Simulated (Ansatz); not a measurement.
The pair A = HCl (SMILES Cl) (first 2 atoms), B = N2 (SMILES N#N); geometry from B3LYP-D3(BJ)/def2-TZVP.
(charge 0, multiplicity 1):
| atom | x (Å) | y (Å) | z (Å) |
|---|---|---|---|
| Cl | -0.1797 | -0.2793 | -0.3226 |
| H | -0.1622 | -0.2077 | 0.9591 |
| N | -0.1296 | -0.0764 | 3.2784 |
| N | -0.1135 | -0.0147 | 4.3668 |

Frozen-core correlation. MP2 and its Hartree–Fock in aug-cc-pV(Q+d)Z are density fitted.

The values were computed with Ansatz (Gaussian orbitals). Values without a source in brackets are computed.

The counterpoise-corrected interaction energy is E(AB) − E(A in the pair's basis) − E(B in the pair's basis). Total energies (hartree):

```json
[
 {"level": "HF/aug-cc-pV(T+d)Z", "AB": "-569.0945778", "A in the pair's basis": "-460.1085185", "B in the pair's basis": "-108.9860834"},
 {"level": "CCSD(T)/aug-cc-pV(T+d)Z", "AB": "-569.7286152", "A in the pair's basis": "-460.3459582", "B in the pair's basis": "-109.3807097"},
 {"level": "HF/aug-cc-pV(Q+d)Z", "AB": "-569.1047847", "A in the pair's basis": "-460.1118554", "B in the pair's basis": "-108.9929296"},
 {"level": "CCSD(T)/aug-cc-pV(Q+d)Z", "AB": "-569.7751405", "A in the pair's basis": "-460.3659073", "B in the pair's basis": "-109.4071607"}
]
```

### Question
Work out the counterpoise-corrected interaction energy at the basis-set limit: extrapolate the CCSD(T) correlation part as X⁻³, take Hartree–Fock from the larger set.

### Answer

1. Differences (1 hartree = 627.509 kcal/mol): HF/aug-cc-pV(T+d)Z 0.015; CCSD(T)/aug-cc-pV(T+d)Z -1.222; HF/aug-cc-pV(Q+d)Z 0.000; CCSD(T)/aug-cc-pV(Q+d)Z -1.301.
2. Correlation parts, CCSD(T) less HF: -1.237 in aug-cc-pV(T+d)Z (X = 3), -1.301 in aug-cc-pV(Q+d)Z (X = 4).
3. Limit (4³·(-1.301) − 3³·(-1.237))/(4³ − 3³) = -1.347; with HF/aug-cc-pV(Q+d)Z it gives -1.347.
Result: -1.35 kcal/mol, against -1.22 at CCSD(T)/aug-cc-pV(T+d)Z. It is an estimate of this method's limit, not of the exact value.

Ansatz is a quantum-chemistry and plane-wave program.
